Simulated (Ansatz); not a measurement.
Molecule: BiF₃ (charge -1, doublet). 
Geometry from a B3LYP-D3(BJ)/def2-TZVP (Ansatz, a first-principles code) optimisation:
```xyz
4

Bi     0.0000     0.0000     0.0000
F     -1.7686    -1.2824     0.0043
F     -0.2262     2.1726    -0.0346
F      1.9948    -0.8902     0.0302
```
Charge -1, spin multiplicity 2.

Basis-set convergence of Hartree-Fock and MP2 correlation energies (hartree) with Ansatz. Valence correlation only, unless marked. Open shells are spin-unrestricted. Spin-orbit coupling is left out. Frozen are the shells of the preceding noble gas and the d and f shells that filled before the atom's block. Past Kr the def2 sets carry scalar-relativistic core potentials. This anion needs diffuse functions, which these sets lack.

| basis | functions | E(HF) | E(corr, MP2) |
|---|---|---|---|
| def2-SVP | 68 | -511.68531 | -0.64694 |
| def2-TZVPP | 143 | [?] | [?] |

### Question
What belongs in the gaps?

### Answer

- def2-TZVPP, E(HF): -512.10343
- def2-TZVPP, E(corr, MP2): -0.88698
